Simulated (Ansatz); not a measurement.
C3H8FGaO (`CC(C)[O][GaH][F]`), relaxed with RKS PBE0-D4/def2-TZVP in Ansatz from a GFN2-xTB geometry. The force threshold is 0.005 eV/Å; the program also tests the step.

Charge 0, multiplicity 1.

Start:

```xyz
14

C     1.545   -0.261   -0.067
C     0.123   -0.727   -0.367
C    -0.629   -1.042    0.922
O    -0.568    0.259   -1.111
Ga   -1.114    1.871   -0.811
F    -0.911    2.737    0.700
H     2.064   -0.034   -0.996
H     1.496    0.647    0.539
H     2.096   -1.028    0.471
H     0.154   -1.622   -1.007
H    -1.645   -1.359    0.688
H    -0.675   -0.138    1.533
H    -0.129   -1.831    1.478
H    -1.808    2.526   -1.972
```

Task: How much energy does the relaxation release, and in how many steps? (Estimate.)

Result: The calculation gave: 2.82 kcal/mol, in 8 steps, 1 of them rejected.

Task: Which bonds change most? (An estimate is asked.)

Result: Computed: Ga5–H14 from 1.502 to 1.540 Å; O4–Ga5 from 1.728 to 1.765 Å; C2–C3 from 1.526 to 1.516 Å; C1–C2 from 1.526 to 1.516 Å.

Task: Give the relaxed structure. (Estimate.)

Result: Computed: 
```xyz
14

C     1.502   -0.190   -0.071
C     0.117   -0.736   -0.362
C    -0.667   -1.013    0.906
O    -0.601    0.129   -1.229
Ga   -1.076    1.792   -0.874
F    -0.607    2.416    0.704
H     2.035    0.012   -1.002
H     1.434    0.736    0.508
H     2.089   -0.907    0.509
H     0.222   -1.675   -0.921
H    -1.663   -1.389    0.663
H    -0.768   -0.099    1.500
H    -0.160   -1.761    1.522
H    -1.856    2.686   -1.855
```
